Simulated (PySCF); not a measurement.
Molfile (atoms numbered from 1):
```
C2H10BOP
     RDKit          3D

 15 14  0  0  0  0  0  0  0  0999 V2000
   -1.6245   -0.7899   -0.1967 C   0  0  0  0  0  0  0  0  0  0  0  0
   -0.5014    0.0440   -0.4554 O   0  0  0  0  0  0  0  0  0  0  0  0
   -0.7960    1.4349   -0.3470 C   0  0  0  0  0  0  0  0  0  0  0  0
    0.8829   -0.4510    0.2960 B   0  0  0  0  0  0  0  0  0  0  0  0
    2.3489    0.4996   -0.6066 P   0  0  0  0  0  0  0  0  0  0  0  0
   -1.9331   -0.6962    0.8571 H   0  0  0  0  0  0  0  0  0  0  0  0
   -1.3132   -1.8193   -0.4004 H   0  0  0  0  0  0  0  0  0  0  0  0
   -2.4459   -0.4948   -0.8652 H   0  0  0  0  0  0  0  0  0  0  0  0
   -1.0899    1.6774    0.6868 H   0  0  0  0  0  0  0  0  0  0  0  0
   -1.6046    1.6801   -1.0499 H   0  0  0  0  0  0  0  0  0  0  0  0
    0.1206    1.9729   -0.6182 H   0  0  0  0  0  0  0  0  0  0  0  0
    0.7347   -0.0817    1.4528 H   0  0  0  0  0  0  0  0  0  0  0  0
    0.8447   -1.6554    0.1376 H   0  0  0  0  0  0  0  0  0  0  0  0
    2.9624   -0.5784   -1.3102 H   0  0  0  0  0  0  0  0  0  0  0  0
    3.2683    0.4762    0.4812 H   0  0  0  0  0  0  0  0  0  0  0  0
  1  2  1  0
  2  3  1  0
  2  4  1  0
  4  5  1  0
  1  6  1  0
  1  7  1  0
  1  8  1  0
  3  9  1  0
  3 10  1  0
  3 11  1  0
  4 12  1  0
  4 13  1  0
  5 14  1  0
  5 15  1  0
M  CHG  2   2   1   4  -1
M  END
```

Geometry: PBE0-D3(BJ)/def2-SVP; GIAO absolute shieldings from PySCF, gas phase, non-relativistic, averaged over equivalent atoms.

At PBE0/STO-3G (39 basis functions, 3 s wall time on 1 thread of an Arm Neoverse V2, shared host):
```csv
atoms,σ (ppm)
C1/C3,177.2
O2,391.9
B4,110.0
P5,701.6
H6/H7/H8/H9/H10/H11,29.89
H12/H13,30.36
H14/H15,32.76
```

Q: What do these become at HF/pcSseg-1?

A: 
| atoms | σ at HF/pcSseg-1 | change |
| --- | --- | --- |
| C1/C3 | 131.2 | -46.0 |
| O2 | 352.2 | -39.7 |
| B4 | 108.4 | -1.6 |
| P5 | 565.8 | -135.8 |
| H6/H7/H8/H9/H10/H11 | 28.19 | -1.70 |
| H12/H13 | 28.52 | -1.84 |
| H14/H15 | 29.98 | -2.78 |

The largest change is at P5 (phosphorus bonded to B, 2 H). Cost: 142 basis functions, 8.6 s wall time on 1 thread of an Arm Neoverse N1, shared host.
